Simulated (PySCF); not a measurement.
SMILES c1cc(ccc1)[OH+]C (C7H9O (cation, charge +1)), GFN2-xTB optimised geometry.

```
17

C     -1.38    -2.17     1.26
O     -1.32    -1.50    -0.03
C     -0.64    -0.21     0.00
C      0.74    -0.21     0.00
C      1.39     1.01     0.00
C      0.67     2.19     0.00
C     -0.72     2.16     0.00
C     -1.39     0.95     0.00
H     -1.86    -3.14     1.12
H     -0.36    -2.33     1.60
H     -1.92    -1.58     2.00
H     -2.24    -1.35    -0.35
H      1.29    -1.14    -0.01
H      2.47     1.04     0.00
H      1.18     3.14     0.00
H     -1.28     3.08     0.00
H     -2.47     0.92    -0.01
```

Density from PBE0/def2-SVP (PySCF) at that geometry.

Minimum of the electron density along straight lines between bonded atoms, close to the bond critical point (lines longer than 1.1 times the sum of covalent radii, or with two minima, are not listed):

```json
[
 {"bond": "C1–O2", "length / Å": "1.454", "ρ at the minimum / e bohr⁻³": "0.212", "∇²ρ there / e bohr⁻⁵": "0.01", "position (fraction from the first atom)": "0.33"},
 {"bond": "O2–C3", "length / Å": "1.461", "ρ at the minimum / e bohr⁻³": "0.209", "∇²ρ there / e bohr⁻⁵": "___", "position (fraction from the first atom)": "0.67"},
 {"bond": "C3–C4", "length / Å": "1.382", "ρ at the minimum / e bohr⁻³": "0.313", "∇²ρ there / e bohr⁻⁵": "-0.81", "position (fraction from the first atom)": "0.53"},
 {"bond": "C4–C5", "length / Å": "1.386", "ρ at the minimum / e bohr⁻³": "0.309", "∇²ρ there / e bohr⁻⁵": "-0.79", "position (fraction from the first atom)": "0.51"},
 {"bond": "C5–C6", "length / Å": "1.386", "ρ at the minimum / e bohr⁻³": "0.313", "∇²ρ there / e bohr⁻⁵": "-0.81", "position (fraction from the first atom)": "0.50"},
 {"bond": "C6–C7", "length / Å": "1.386", "ρ at the minimum / e bohr⁻³": "0.312", "∇²ρ there / e bohr⁻⁵": "-0.81", "position (fraction from the first atom)": "0.50"},
 {"bond": "C3–C8", "length / Å": "1.381", "ρ at the minimum / e bohr⁻³": "0.313", "∇²ρ there / e bohr⁻⁵": "-0.80", "position (fraction from the first atom)": "0.53"},
 {"bond": "C7–C8", "length / Å": "1.387", "ρ at the minimum / e bohr⁻³": "0.308", "∇²ρ there / e bohr⁻⁵": "-0.78", "position (fraction from the first atom)": "0.49"},
 {"bond": "C1–H9", "length / Å": "1.089", "ρ at the minimum / e bohr⁻³": "0.287", "∇²ρ there / e bohr⁻⁵": "-1.17", "position (fraction from the first atom)": "0.66"},
 {"bond": "C1–H10", "length / Å": "1.089", "ρ at the minimum / e bohr⁻³": "0.287", "∇²ρ there / e bohr⁻⁵": "-1.17", "position (fraction from the first atom)": "0.66"},
 {"bond": "C1–H11", "length / Å": "1.090", "ρ at the minimum / e bohr⁻³": "0.286", "∇²ρ there / e bohr⁻⁵": "-1.15", "position (fraction from the first atom)": "0.66"},
 {"bond": "O2–H12", "length / Å": "0.981", "ρ at the minimum / e bohr⁻³": "___", "∇²ρ there / e bohr⁻⁵": "___", "position (fraction from the first atom)": "0.83"},
 {"bond": "C4–H13", "length / Å": "1.078", "ρ at the minimum / e bohr⁻³": "0.285", "∇²ρ there / e bohr⁻⁵": "-1.12", "position (fraction from the first atom)": "0.64"},
 {"bond": "C5–H14", "length / Å": "1.078", "ρ at the minimum / e bohr⁻³": "0.288", "∇²ρ there / e bohr⁻⁵": "-1.15", "position (fraction from the first atom)": "0.65"},
 {"bond": "C6–H15", "length / Å": "1.078", "ρ at the minimum / e bohr⁻³": "0.288", "∇²ρ there / e bohr⁻⁵": "-1.15", "position (fraction from the first atom)": "0.65"},
 {"bond": "C7–H16", "length / Å": "1.078", "ρ at the minimum / e bohr⁻³": "0.288", "∇²ρ there / e bohr⁻⁵": "-1.14", "position (fraction from the first atom)": "0.65"},
 {"bond": "C8–H17", "length / Å": "1.081", "ρ at the minimum / e bohr⁻³": "0.282", "∇²ρ there / e bohr⁻⁵": "-1.08", "position (fraction from the first atom)": "0.64"}
]
```

### Question
What belongs in the gaps?

### Answer

- O2–C3, ∇²ρ there / e bohr⁻⁵: -0.04
- O2–H12, ρ at the minimum / e bohr⁻³: 0.336
- O2–H12, ∇²ρ there / e bohr⁻⁵: -2.56
